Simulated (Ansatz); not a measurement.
(4-tert-butylphenyl)diphenylsulfonium bromide (C₂₂H₂₃BrS). The state is a singlet with charge 0. Geometry PBE-D4/def2-SVP; atoms count from 1.

Cartesian coordinates in Å:
```
C -1.078 -2.893 -4.152
C -0.944 -1.409 -3.764
C -2.259 -0.685 -4.137
C 0.231 -0.797 -4.564
C -0.673 -1.224 -2.262
C -0.546 0.079 -1.727
C -0.297 0.297 -0.368
C -0.144 -0.810 0.486
S 0.131 -0.596 2.269
C -0.836 0.999 2.443
C -2.226 0.817 2.545
C -3.056 1.923 2.771
C -2.495 3.204 2.920
C -1.105 3.373 2.838
C -0.265 2.271 2.599
C 1.793 0.076 2.471
C 2.586 0.469 1.387
C 3.853 1.016 1.646
C 4.303 1.175 2.965
C 3.489 0.775 4.039
C 2.227 0.217 3.799
C -0.263 -2.116 -0.008
C -0.536 -2.307 -1.371
H -1.919 -3.384 -3.622
H -1.275 -2.978 -5.240
H -0.152 -3.463 -3.936
H -2.211 0.402 -3.922
H -2.469 -0.804 -5.220
H -3.117 -1.104 -3.572
H 1.188 -1.298 -4.310
H 0.058 -0.917 -5.653
H 0.351 0.286 -4.358
H -0.648 0.956 -2.383
H -0.232 1.324 0.020
H -2.659 -0.191 2.440
H -4.145 1.784 2.842
H -3.146 4.071 3.107
H -0.662 4.374 2.959
H 0.823 2.408 2.534
H 2.236 0.327 0.355
H 4.493 1.314 0.802
H 5.298 1.603 3.159
H 3.844 0.885 5.075
H 1.596 -0.130 4.630
H -0.091 -2.964 0.676
H -0.631 -3.339 -1.734
Br 1.581 -3.019 2.526
```

Single mean-field runs in def2-TZVP are fitted with def2-universal-jkfit.

Estimate the Mulliken populations of the heavy atoms from the PBE0/def2-TZVP orbitals of Ansatz.


```tsv
atom	charge (e)
C1	-0.41
C2	0.05
C3	-0.37
C4	-0.38
C5	0.24
C6	-0.23
C7	-0.22
C8	0.08
S9	0.22
C10	0.06
C11	-0.14
C12	-0.15
C13	-0.09
C14	-0.15
C15	-0.16
C16	0.17
C17	-0.12
C18	-0.15
C19	-0.10
C20	-0.12
C21	-0.15
C22	-0.11
C23	-0.24
Br47	-0.65
```
Mulliken values and Mayer orders depend strongly on the basis.

And the Mayer bond orders between bonded heavy atoms (over 0.3)?

C1–C2 0.98 (1.54 Å); C2–C3 0.98 (1.55 Å); C2–C4 0.98 (1.55 Å); C2–C5 0.92 (1.54 Å); C5–C6 1.30 (1.41 Å); C5–C23 1.33 (1.41 Å); C6–C7 1.49 (1.40 Å); C7–C8 1.28 (1.41 Å); C8–S9 0.99 (1.82 Å); C8–C22 1.41 (1.40 Å); S9–C10 0.82 (1.87 Å); S9–C16 0.88 (1.80 Å); C10–C11 1.37 (1.41 Å); C10–C15 1.38 (1.40 Å); C11–C12 1.44 (1.40 Å); C12–C13 1.40 (1.41 Å); C13–C14 1.42 (1.40 Å); C14–C15 1.43 (1.41 Å); C16–C17 1.38 (1.40 Å); C16–C21 1.38 (1.40 Å); C17–C18 1.41 (1.40 Å); C18–C19 1.41 (1.40 Å); C19–C20 1.39 (1.41 Å); C20–C21 1.43 (1.40 Å); C22–C23 1.46 (1.40 Å). Values over 0.3 also appear between atoms too far apart for a bond (S9–Br47 0.38 at 2.83 Å); they arise where an orbital or an unpaired electron spreads over both atoms.
